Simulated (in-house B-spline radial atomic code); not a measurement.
# Ionising Nd³⁹⁺ with different functionals

Computed with a B-spline radial code for spherical atoms: scalar-relativistic (spin-free X2C) Hamiltonian, Fermi nucleus of rms radius 4.9123 fm, spin-polarised at highest spin, spherical fractional occupations for the functionals. The ionisation energy is the difference of two self-consistent energies, [Ar] 3d3 → [Ar] 3d2, without Breit or QED terms; ε is the level of the shell that loses the electron (its least bound occupied spin orbital). There is no spin-orbit coupling in this Hamiltonian.

Hybrids are left out here: with spherical fractional occupations of an open shell their exact exchange keeps a self-interaction that integer-occupation calculations don't have.

```json
{"method": "OLYP", "rung": "GGA", "ΔSCF (eV)": "?", "-ε(3d) (eV)": "?"}
{"method": "AM05", "rung": "GGA", "ΔSCF (eV)": "?", "-ε(3d) (eV)": "?"}
{"method": "r2SCAN", "rung": "meta-GGA", "ΔSCF (eV)": "2856.0", "-ε(3d) (eV)": "2805.3"}
{"method": "SCAN", "rung": "meta-GGA", "ΔSCF (eV)": "2856.3", "-ε(3d) (eV)": "2805.5"}
{"method": "revTPSS", "rung": "meta-GGA", "ΔSCF (eV)": "2853.6", "-ε(3d) (eV)": "2802.2"}
```

(1) What does AM05 give?

(2) What does OLYP give?

(3) How do they compare with the NIST value?

## Answers

(1) ΔSCF 2854.2 eV, and -ε(3d) = 2802.6 eV.

(2) ΔSCF 2859.2 eV, and -ε(3d) = 2807.8 eV.

(3) NIST lists 2861 eV ± 4 (tabulated theory, ground level to ground level). Errors run from -7.4 to -1.8 eV; all lie within about twice that uncertainty, so the table can't rank the methods.
